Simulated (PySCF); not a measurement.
Species: CH₉PSi₂.
SMILES: `[SiH3]C[SiH2]P`

Jobs on this species (13 atoms, 58 electrons) with PySCF (density fitting). Hardware of each: one thread, Arm Neoverse V1 (aarch64), on a shared host. The host was shared with other jobs, so the times are rough. Peak memory is the resident size of the whole Python process, interpreter and libraries included.

Question: Rank these jobs by wall time, shortest first.
A. PBE0/cc-pVTZ; shieldings, charges and field gradients; 258 basis functions
B. PBE0/6-31G*; 10 singlets by full TDDFT, 4 Tamm–Dancoff triplets, polarisability; 86 basis functions
C. CAM-B3LYP/pcSseg-2; shieldings; 291 basis functions
D. LC-wPBE/def2-SVPD; 10 singlets by full TDDFT, 4 Tamm–Dancoff triplets, polarisability, ΔSCF ions; 164 basis functions
E. PBE0/STO-3G; shieldings, charges and field gradients; 41 basis functions

Answer: E (3.2 s), B (8.0 s), A (34 s), C (58 s), D (1.7 min).

All jobs:

```tsv
level and settings	work	basis functions	SCF cycles	wall time	peak memory
PBE0/STO-3G	shieldings, charges and field gradients	41	11	3.2 s	0.55 GiB
PBE0/pcSseg-0	shieldings, charges and field gradients	66	11	5.0 s	0.42 GiB
PBE0/6-31G*	10 singlets by full TDDFT, 4 Tamm–Dancoff triplets, polarisability	86	11	8.0 s	0.49 GiB
PBE0-D3(BJ)/def2-SVP, grid level 1	geometry optimisation from a GFN2-xTB start shaken at random	113	31	25 s	0.46 GiB
PBE0/cc-pVTZ	shieldings, charges and field gradients	258	12	34 s	1.0 GiB
BP86/pcSseg-2	shieldings	291	13	47 s	0.95 GiB
CAM-B3LYP/pcSseg-2	shieldings	291	12	58 s	1.4 GiB
PBE/def2-SVPD	10 singlets by full TDDFT, 4 Tamm–Dancoff triplets, polarisability, ΔSCF ions	164	13	71 s	0.63 GiB
LC-wPBE/def2-SVPD	10 singlets by full TDDFT, 4 Tamm–Dancoff triplets, polarisability, ΔSCF ions	164	12	1.7 min	0.83 GiB
```

What do all jobs in the table cost together?

About 5.9 min; the longest takes about 29 % of that, and about 32 times as long as the shortest.
